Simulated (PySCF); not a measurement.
Mean polarisability (bohr³) of eight silicon and germanium compounds: PBE beside PBE0, computed with PySCF for isolated molecules in the bases named; differences from unrounded values. The eight are the first of their class met in an unordered collection, after screening for sound electronic states; none was chosen by its value. Each molecule has one DFT geometry for both levels.

```
molecule                                                      basis  PBE0   PBE  difference
--------------------------------------------------------  ---------  ----  ----  ----------
Cl2FH3Si2, SMILES [SiH2](F)[SiH](Cl)Cl                    def2-TZVP  74.6  77.6         3.0
Si(Cl)2(NCO)(OH) (CHCl₂NO₂Si), SMILES O=C=N[Si](O)(Cl)Cl  def2-TZVP  67.5  70.4         2.9
N-silylprop-2-yn-1-amine (C₃H₇NSi), SMILES C#CCN[SiH3]    def2-TZVP  66.9  69.4         2.5
C4H8Si, SMILES C1[SiH2]CC=C1                              def2-TZVP  70.5  72.5         2.1
CH8N2OSi2, SMILES C1[Si@@](O)(N)[SiH2]N1                  def2-TZVP  81.3  85.1         3.8
Si(H)(Me)3 (C3H10Si), SMILES C[SiH](C)C                   def2-TZVP  64.2  66.3         2.2
B(Me)2(OSiH3) (C₂H₉BOSi), SMILES B(C)(C)O[SiH3]           def2-TZVP  67.4  70.4         3.0
C4H9FSi, SMILES C[C@@H]1[C@]([SiH3])(C1)F                 def2-TZVP  73.4  76.1         2.7
```

PBE lies below PBE0 in 0 and above it in 8 of the eight; the mean signed difference is 2.8 and the largest 3.8 bohr³.
